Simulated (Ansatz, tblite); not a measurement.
Two members of one family ((SnBr2)n), computed with Ansatz in the gas phase; def2 core potentials for Sn, no spin–orbit coupling. The two geometries come from different levels. Binding counts from free atoms in the multiplicity of their measured ground term, without zero-point energy. Singlets are spin-restricted. The structures are stationary points that may keep the symmetry of their start. Remarks come from the PBE and PBE0 runs and from stability tests at other levels; not every state was tested. HOMO above LUMO (over both spins in singlets and doublets, within one spin in higher multiplets; at PBE or PBE0), or a gap under 0.15 eV within one spin, warns that the state may not be the lowest or that an electron is smeared out.

First: SnBr2 (singlet, charge 0, r2SCAN-D4/def2-TZVP geometry).

```csv
atom,x (Å),y (Å),z (Å)
Sn1,0.820,-0.117,0.709
Br2,-1.648,-0.573,0.973
Br3,0.828,0.690,-1.682
```

| level | HOMO (eV) | LUMO (eV) | gap (eV) | binding per atom (eV) |
| --- | --- | --- | --- | --- |
| PBE-D4/def2-TZVPD | -6.74 | -3.89 | 2.85 | 2.53 |
| r2SCANh-D4/def2-TZVP | -7.37 | -3.58 | 3.79 | 2.44 |
| B3LYP-D4/def2-TZVP | -7.54 | -3.44 | 4.10 | 2.41 |
| PBE0-D4/def2-SVP | -7.62 | -3.16 | 4.45 | 2.40 |
| PBE0-D4/def2-TZVPD | -7.75 | -3.26 | 4.50 | 2.44 |

The relaxed triplet lies at 2.40 eV (r2SCANh-D4/def2-TZVP) to 2.61 eV (B3LYP-D4/def2-TZVP) from the singlet. The relaxed quintet lies at 5.74 eV (RPA@PBE/def2-TZVP) to 6.75 eV (ωB97M-V/def2-TZVP) from the singlet. Remarks: gap within one spin near zero at PBE or PBE0 (quintet).

Second: Sn2Br4 (singlet, charge 0, PBE0-D4/def2-SVP geometry).

```csv
atom,x (Å),y (Å),z (Å)
Sn1,0.514,0.474,-1.397
Sn2,-0.153,-0.803,2.113
Br3,-0.405,1.698,0.971
Br4,2.352,-0.919,1.515
Br5,-0.885,-1.751,-0.373
Br6,-1.423,1.301,-2.829
```

Q: Estimate how these quantities change from the first to the second (second minus first).

A: 
```json
{"level": "PBE-D4/def2-TZVPD", "Δ HOMO (eV)": "0.20", "Δ LUMO (eV)": "0.76", "Δ gap (eV)": "0.56", "Δ binding per atom (eV)": "0.20"}
{"level": "r2SCANh-D4/def2-TZVP", "Δ HOMO (eV)": "0.20", "Δ LUMO (eV)": "0.83", "Δ gap (eV)": "0.63", "Δ binding per atom (eV)": "0.19"}
{"level": "B3LYP-D4/def2-TZVP", "Δ HOMO (eV)": "0.21", "Δ LUMO (eV)": "0.79", "Δ gap (eV)": "0.58", "Δ binding per atom (eV)": "0.19"}
{"level": "PBE0-D4/def2-SVP", "Δ HOMO (eV)": "0.19", "Δ LUMO (eV)": "0.77", "Δ gap (eV)": "0.58", "Δ binding per atom (eV)": "0.22"}
{"level": "PBE0-D4/def2-TZVPD", "Δ HOMO (eV)": "0.22", "Δ LUMO (eV)": "0.77", "Δ gap (eV)": "0.54", "Δ binding per atom (eV)": "0.20"}
```
